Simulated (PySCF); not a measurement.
Nuclear quadrupole coupling in `CO[SiH2]P([SiH3])[SiH3]`

Species: CH11OPSi3.
Atom-mapped SMILES: `[CH3:1][O:2][SiH2:3][P:4]([SiH3:5])[SiH3:6]` (hydrogens: H7, H8, H9 on C1; H10, H11 on Si3; H12, H13, H14 on Si5; H15, H16, H17 on Si6)

Geometry (PBE0-D3(BJ)/def2-SVP, Å), atoms numbered from 1 in this order:
```
atom  x, y, z in Å
C1     2.6697   -0.6314    0.4932
O2     1.8841   -0.0265   -0.4991
Si3    0.6687    1.0639   -0.1774
P4    -0.9139   -0.0021    1.0400
Si5   -2.6908    1.1118    0.2069
Si6   -1.0452   -1.7683   -0.3695
H7     3.3429   -1.3574    0.0138
H8     3.2877    0.1081    1.0338
H9     2.0541   -1.1720    1.2359
H10    1.1794    2.2262    0.6154
H11    0.1665    1.5250   -1.5024
H12   -2.7674    1.0547   -1.2869
H13   -2.5930    2.5417    0.6302
H14   -3.9306    0.5108    0.7814
H15    0.0341   -2.7389   -0.0241
H16   -2.3744   -2.4181   -0.1570
H17   -0.9249   -1.3730   -1.8065
```

Field gradients from the PBE0/pcSseg-1 density (PySCF, non-relativistic), principal values in atomic units, ordered |Vxx| ≤ |Vyy| ≤ |Vzz|:

| atom | Vxx | Vyy | Vzz |
| --- | --- | --- | --- |
| O2 | -0.4739 | -1.2472 | 1.7211 |

Task: Find the asymmetry η = (Vxx − Vyy)/Vzz and the couplings χ = eQV/h (234.96 MHz × Q in barn × V in au), with Q(17O) = −0.0256 b.

Result: 
| atom | environment | nucleus | η | χzz (MHz) | χxx (MHz) | χyy (MHz) |
| --- | --- | --- | --- | --- | --- | --- |
| O2 | silyl ether oxygen | 17O | 0.45 | -10.35 | 2.85 | 7.50 |

The tensor is traceless: Vxx + Vyy + Vzz = 0.

Task: What is Vzz at O2 in SI units (1 au = 9.71736 × 10²¹ V/m²)?

Result: 1.7211 au = 16.725 × 10²¹ V/m².

Task: And the gradient at the other heavy atoms, for which no coupling is worked out here?

Result: 
```
atom                  environment  Vzz (au)     η
  C1               methoxy carbon     0.411  0.06
 Si3         oxygen-bound silicon     0.413  0.86
  P4  three-coordinate phosphorus    -0.645  0.20
 Si5                 SiH3 silicon     0.305  0.09
 Si6                 SiH3 silicon     0.316  0.07
```

Task: What couplings would deuterons (Q(2H) = 0.00286 b) have in place of the hydrogens, at this geometry?

Result: 
```json
{"atom": "H7", "bonded to": "C1", "bond length (Å)": "1.100", "Vzz (au)": "0.2850", "η": "0.07", "χzz (kHz)": "192"}
{"atom": "H8", "bonded to": "C1", "bond length (Å)": "1.105", "Vzz (au)": "0.2759", "η": "0.09", "χzz (kHz)": "185"}
{"atom": "H9", "bonded to": "C1", "bond length (Å)": "1.106", "Vzz (au)": "0.2721", "η": "0.10", "χzz (kHz)": "183"}
{"atom": "H10", "bonded to": "Si3", "bond length (Å)": "1.497", "Vzz (au)": "0.1359", "η": "0.04", "χzz (kHz)": "91"}
{"atom": "H11", "bonded to": "Si3", "bond length (Å)": "1.490", "Vzz (au)": "0.1391", "η": "0.03", "χzz (kHz)": "94"}
{"atom": "H12", "bonded to": "Si5", "bond length (Å)": "1.497", "Vzz (au)": "0.1379", "η": "0.02", "χzz (kHz)": "93"}
{"atom": "H13", "bonded to": "Si5", "bond length (Å)": "1.494", "Vzz (au)": "0.1403", "η": "0.02", "χzz (kHz)": "94"}
{"atom": "H14", "bonded to": "Si5", "bond length (Å)": "1.493", "Vzz (au)": "0.1416", "η": "0.01", "χzz (kHz)": "95"}
{"atom": "H15", "bonded to": "Si6", "bond length (Å)": "1.492", "Vzz (au)": "0.1428", "η": "0.03", "χzz (kHz)": "96"}
{"atom": "H16", "bonded to": "Si6", "bond length (Å)": "1.495", "Vzz (au)": "0.1401", "η": "0.02", "χzz (kHz)": "94"}
{"atom": "H17", "bonded to": "Si6", "bond length (Å)": "1.495", "Vzz (au)": "0.1393", "η": "0.03", "χzz (kHz)": "94"}
```

Isolated species at its PBE0-D3(BJ)/def2-SVP geometry (one conformer only). With so small a basis the couplings can be 20 % off.
